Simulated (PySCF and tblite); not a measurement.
Values are calculated unless marked as measured or tabulated.
C11H8BrF, numbered as in [F:1][CH2:2][c:3]1[cH:4][cH:5][cH:6][c:7]2[cH:8][cH:9][c:10]([Br:11])[cH:12][c:13]12.

Conformers came from 60 starts (ETKDG and KDG, MMFF94s, GFN2-xTB); geometries are GFN2-xTB. Energies: B3LYP-D3(BJ)/def2-SVP, with GFN2-xTB thermal terms (modes under about 100 cm⁻¹ blended into free rotors). Symmetry numbers and mirror images are counted. Conformers within 2.5 kcal/mol (GFN2-xTB free energy) were kept, 2 at most. (PySCF 2.14, tblite 0.8.)

Torsions listed: F1–C2–C3–C4. Of a mirror pair one member is shown.

```
conformer  shape   symmetry  E(GFN2) kcal/mol
        1     0°         Cs              0.00
        2   119°  C1 (pair)              0.54
```

**Question.** Which of these conformers is the most populated at 298.15 K, and with what share?

**Answer.** Conformer 2, about 61 %. The lead over the next is within the error of the method.

**Question.** Give the DFT energies and free energies relative to the lowest, and all weights.

**Answer.** 
| conformer | shape | E(DFT) kcal/mol | G(298.15 K) kcal/mol | weight % |
| --- | --- | --- | --- | --- |
| 1 | 0° | 0.00 | 0.26 | 39.4 |
| 2 | 119° | 0.03 | 0.00 | 60.6 |

**Question.** How does its share change from 250 K to 350 K?

**Answer.** From 60 % to 61 %; the mixing entropy goes from 2.16 to 2.17 cal/(mol K).

The minima are those of GFN2-xTB; planar forms about aryl–S or allylic bonds may be saddles in DFT.
